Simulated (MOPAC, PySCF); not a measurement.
H$_{8}$SSi$_{3}$, SMILES `[SiH3][SiH2][SiH2]S` (Si–Si–Si–S torsion 49°, Si–Si–S–H torsion 179°), neutral singlet in the gas phase. 

Z-matrix (Å, degrees):
```
Si
H 1 1.4845
H 1 1.4856 2 108.42
Si 1 2.3422 2 109.54 3 -118.62
H 4 1.4832 1 112.51 2 48.63
H 4 1.4835 5 107.86 1 -121.79
S 4 2.1573 5 110.67 6 -121.05
H 7 1.3448 4 96.00 5 57.32
Si 1 2.3444 2 110.19 3 120.97
H 9 1.4814 1 109.65 2 57.07
H 9 1.4825 10 108.99 1 -119.87
H 9 1.4831 10 108.97 11 -118.65
```
Charge 0, spin multiplicity 1.

All levels are single points at this geometry (B3LYP-D3(BJ)/def2-TZVP); Pople sets use spherical d functions. Orbital energies aren't observables, and empty levels follow the basis.

```tsv
level	HOMO (eV)	LUMO (eV)	gap (eV)	dipole (D)	vertical IE, Delta-SCF (eV)
B3LYP-D3(BJ)/def2-TZVP in PySCF	-7.23	-0.73	6.50	0.90	9.43
PBE-D3(BJ)/def2-TZVP in PySCF	-6.25	-1.38	4.88	0.84	–
B3LYP/3-21G in PySCF	-7.16	-0.40	6.76	1.59	–
B3LYP/6-311+G** in PySCF	-7.23	-0.86	6.37	1.14	–
B3LYP/6-31G* in PySCF	-7.10	-0.45	6.65	1.21	9.40
B3LYP/LANL2DZ in PySCF	-7.13	-0.33	6.80	1.59	–
BP86/6-31G* in PySCF	-6.23	-1.17	5.06	1.15	–
M06-2X/6-31G* in PySCF	-8.53	0.41	8.94	1.31	–
PBE/6-31G* in PySCF	-6.13	-1.12	5.01	1.16	–
HF/3-21G in PySCF	-10.44	2.73	13.17	1.91	–
HF/STO-3G in PySCF	-7.01	10.08	17.09	1.15	–
PM3 in MOPAC	-9.17	-1.89	7.28	1.65	–
PM7 in MOPAC	-9.43	-0.87	8.56	1.50	–
```
